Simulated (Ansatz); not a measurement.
Start from `C=N/C=N/[SiH3]` and change one atom or group (the configuration at the double bond changes too) to get `[SiH3]/N=C\S`.

Ansatz, PBE0-D4/def2-TZVP geometries, multiplicity 1. Each molecule was computed in one conformer, which needn't be the lowest.

| property | `C=N/C=N/[SiH3]` |
| --- | --- |
| size of the dipole moment (ωB97M-V/def2-TZVPP) / D | 1.71 |
| HOMO energy (PBE0/def2-TZVPP) / eV | -7.43 |
| LUMO energy (B3LYP/def2-TZVPP) / eV | -1.79 |
| HOMO energy (PBE/def2-TZVPP) / eV | -6.05 |
| HOMO energy (ωB97M-V/def2-TZVPP) / eV | -9.77 |
| HOMO–LUMO gap (PBE/def2-TZVPP) / eV | 3.41 |

Question: What does the change do to each property? (Estimate.)

Answer: Ansatz gave: 
```csv
property,`[SiH3]/N=C\S`,shift
size of the dipole moment (ωB97M-V/def2-TZVPP) / D,0.85,-0.86
HOMO energy (PBE0/def2-TZVPP) / eV,-7.28,0.15
LUMO energy (B3LYP/def2-TZVPP) / eV,-1.21,0.58
HOMO energy (PBE/def2-TZVPP) / eV,-5.96,0.09
HOMO energy (ωB97M-V/def2-TZVPP) / eV,-9.51,0.26
HOMO–LUMO gap (PBE/def2-TZVPP) / eV,3.97,0.56
```

With PBE0 the HOMO rises by 0.15 eV and the LUMO rises by 0.55 eV, so the gap widens by about 0.40 eV. PBE moves the HOMO by 0.09 eV and ωB97M-V by 0.26 eV. Dipoles are sizes alone; their direction can turn.

B3LYP here is the variant with VWN-RPA as its local correlation; programs differ in this.
